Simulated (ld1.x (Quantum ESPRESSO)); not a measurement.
Scattering properties, RRKJ potential for scandium

ld1.x (Quantum ESPRESSO) 7.5 input, shortened:

```
&input
   title='Sc', zed=21., rel=2, dft='PW91', iswitch=3,
   config='[Ar] 3d1 4s1.75 4p0', rel_dist='average'
 /
 &inputp
   pseudotype=2, tm=.false., rho0=0.02, lloc=0,
   nlcc=.false.
 /
3
4P  2  1   0.00   0.00  3.70  3.70  0.0
3D  3  2   1.00   0.00  2.10  2.10  0.0
4S  1  0   1.75   0.00  2.30  2.30  0.0
 &test
   configts(1)='3d1 4s1.75 4p0'
 /
```

Open shells are filled in proportion to 2j + 1 (rel_dist='average').

The phase is arctan(r·u′/u) with u = r·R(r), unwrapped; energies in Ry, scanned from -2 to 5 Ry. A pole is an energy at which the radial function vanishes at the test radius. The pseudo phase is shifted by a multiple of π to meet the all-electron one at the reference energy, and phase errors are pseudo minus all-electron; the curves can meet again beyond the range given. Levels narrower than the energy grid can be missing from the lists of poles.

**Question.** For each channel, where are the poles, and over which energies does the pseudopotential scatter like the atom?

**Answer.**

```csv
channel,radius (bohr),reference energy (Ry),"poles, all-electron","poles, pseudo",unbroken range about the reference energy with phases within 0.05 rad,phase error 1 Ry above the reference energy (rad)
s,4.00,-0.41,"0.14, 3.40","0.12, 1.96, 4.82",below 0.7,-0.032
p1/2,4.00,-0.20,"0.64, 3.96","0.64, 3.77",below 4.4,-0.001
p3/2,4.00,-0.19,"0.65, 3.99","0.65, 3.76",below 1.9,-0.002
d3/2,4.00,-0.36,"-0.29, 1.60, 4.86","-0.29, 1.98",below 0.2,+0.397
d5/2,4.00,-0.36,"-0.29, 1.60, 4.86","-0.29, 1.98",below 0.2,+0.396
```

Phases in the p3/2 channel:

```csv
E (Ry),all-electron,pseudo
-2.00,1.373,1.372
-1.52,1.333,1.333
-1.04,1.257,1.256
-0.56,1.023,1.023
-0.08,-0.711,-0.711
0.40,-1.472,-1.473
0.88,-1.634,-1.635
1.36,-1.768,-1.771
1.84,-2.119,-2.142
2.32,-4.043,-4.100
2.80,-4.518,-4.536
3.28,-4.632,-4.648
3.76,-4.691,-4.713
4.24,-4.735,-4.774
4.72,-4.778,-4.885
```
